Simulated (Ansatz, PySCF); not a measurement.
CH7NOSi3, SMILES O[Si@H]1N=C([SiH3])[SiH2]1.

Coordinates come from a TPSSh-D3(BJ)/def2-SVP optimisation. The structure was generated by enumeration; whether it is a known compound was not checked. Other conformers were not sampled.

Vertical ionisation energy (IE) and electron affinity (EA) in eV. Rows of orbital energies are one-electron estimates. Where ΔSCF, EOM or ADC give a negative EA the extra electron is unbound and the value depends on the basis.

```tsv
level	IE	EA
−ε(HOMO), −ε(LUMO), B3LYP/def2-TZVP (PySCF)	6.29	1.75
−ε(HOMO), −ε(LUMO), PBE/def2-TZVP (PySCF)	5.26	2.63
ΔSCF, ωB97X-V/def2-SVPD (Ansatz), final states of multiplicity 2 and 2	8.40	-0.19
ΔSCF, PBE/def2-SVPD (Ansatz), final states of multiplicity 2 and 2	___	___
```

Fill in the missing entries. (Estimate from the structure and the level; the computed values follow.)


- ΔSCF, PBE/def2-SVPD (Ansatz, a program for electronic structure), final states of multiplicity 2 and 2, IE: 8.14
- ΔSCF, PBE/def2-SVPD (Ansatz), final states of multiplicity 2 and 2, EA: 0.09

What vertical singlet–triplet gap does ΔSCF give with ωB97X-V/def2-SVPD (Ansatz) and with PBE/def2-SVPD (Ansatz)? (An estimate is asked for; the answer gives what the named calculation found.)

2.54 and 2.38 eV (triplet above singlet where positive).
